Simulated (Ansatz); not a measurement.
AsF3, charge +1, doublet, geometry from GFN2-xTB (a state made from the parent by changing its charge; the spin is typed, not shown lowest); Ansatz (a first-principles code) with PBE/3-21G.

Ansatz was given this input:
Ansatz 0.2 input:
```yaml
crystal:
  periodic: [false, false, false]
  atoms:
    - {symbol: F, position_ang: [-0.86383509, -1.20521111, -0.44452213]}
    - {symbol: As, position_ang: [0.01084277, -0.00481260, 0.37118157]}
    - {symbol: F, position_ang: [1.46023873, -0.12505297, -0.49840690]}
    - {symbol: F, position_ang: [-0.63616046, 1.34791028, -0.41807005]}
basis:
  gaussian:
    orbitals: 3-21G.json
    point_charges:
      - {charge: 0.5, position_ang: [2.4958, -0.0920, 3.4841]}
hamiltonian:
  xc: pbe
total_charge: 1
magnetization: {spin_polarized: true, initial_magnetization: 1}
```
The basis file holds 3-21G in the JSON format of the Basis Set Exchange.

**Question.** Predict the main parts of the log of this Ansatz run.

**Answer.** 
```
Functional definition: PBE
556 factors; their error is unknown
mean field evaluation 1: about -68613.4919 eV, gradient 6.5e1 eV
mean field evaluation 2: about -68557.6980 eV, gradient 1.3e2 eV
mean field evaluation 4: about -68626.5202 eV, gradient 1.0e1 eV
mean field evaluation 8: about -68626.9852 eV, gradient 1.1e-1 eV
mean field evaluation 16: about -68626.9348 eV, gradient 2.2e-5 eV
mean field -68626.93480663 eV, -2521.9933371365 hartree, gradient 2.2e-5 eV, S^2 0.751518; 3 other end points of the search recorded, 0 dependent functions left out
reference -68626.93482558 eV, -2521.9933378329 hartree; 30, 29 occupied and 20, 21 virtual orbitals, 556 factors
Total energy: -68626.93482558 eV, -2521.9933378329 hartree
```
